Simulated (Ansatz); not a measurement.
CH8ClNSi2 (`NC([SiH3])[SiH2]Cl`), relaxed with RKS PBE-D4/def2-SVP in Ansatz from a rough embedded geometry. The force threshold is 0.03 eV/Å; the program also tests the step.

The species carries charge 0 and has multiplicity 1.

Start:

```xyz
13

N    -0.227   -1.134    1.253
C     0.492   -0.259    0.368
Si    0.140   -0.662   -1.408
Si   -0.017    1.594    0.568
Cl   -2.011    1.774    0.704
H    -1.233   -1.093    1.207
H     0.028   -2.108    1.133
H     1.530   -0.344    0.541
H     0.931    0.277   -2.332
H    -1.308   -0.502   -1.728
H     0.537   -2.032   -1.701
H     0.530    2.443   -0.515
H     0.608    2.047    1.911
```

Q: By how much does the energy fall, and how many steps does the optimiser take? (An estimate is asked.)

A: Ansatz gave: 9.56 kcal/mol, in 8 steps, 1 of them rejected.

Q: Which bonds change most? (Estimate.)

A: Ansatz gave: Si4–Cl5 from 2.007 to 2.095 Å; C2–Si3 from 1.855 to 1.917 Å; C2–H8 from 1.055 to 1.117 Å; Si3–H11 from 1.456 to 1.508 Å.

Q: Give the relaxed structure. (An estimate is asked.)

A: Computed: 
```xyz
13

N    -0.189   -1.068    1.291
C     0.475   -0.199    0.301
Si    0.134   -0.707   -1.516
Si    0.044    1.598    0.706
Cl   -2.045    1.748    0.668
H    -1.210   -0.967    1.211
H     0.019   -2.059    1.111
H     1.580   -0.239    0.456
H     0.898    0.116   -2.522
H    -1.340   -0.594   -1.796
H     0.530   -2.154   -1.668
H     0.603    2.538   -0.324
H     0.501    1.986    2.082
```
